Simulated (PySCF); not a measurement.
Isomers of C5H3NS. Method used: PySCF, PBE0-D3(BJ)/def2-SVP geometry optimisation, gas phase. Energies are electronic, without zero-point or thermal terms, for one conformer each. No frequencies were run at this level. Point groups hold within 0.08 Å.

Question: Order them by energy at this level, lowest first, and give relative energies in kcal/mol.
A. `c1cscc1C#N`
B. `N#Cc1cccs1`
C. `C#Cc1cncs1`

Answer: A (0.0), B (0.3), C (33.3).

As drawn, the lowest has a C≡N group, which the highest lacks; the highest has a C≡C bond, which the lowest lacks. Neighbours under 2.5 kcal/mol apart (N#Cc1ccsc1 and N#Cc1cccs1) can change places with a better method, another conformer or zero-point energy.

```csv
SMILES,E (Eh),E rel (kcal/mol),dipole (D),point group,"A, B, C (MHz)"
N#Cc1ccsc1,-644.52535,0.0,4.12,Cs,"7104, 1490, 1232"
N#Cc1cccs1,-644.52495,0.3,4.62,Cs,"5386, 1815, 1357"
C#Cc1cncs1,-644.47231,33.3,1.29,Cs,"5525, 1804, 1360"
```

As an exercise, what shares would exp(−E/RT) give at 1000 K from these electronic energies alone (no entropy, no degeneracies)?

RT = 1.987 kcal/mol: N#Cc1ccsc1 53.2 %, N#Cc1cccs1 46.8 %, C#Cc1cncs1 under 0.1 %.
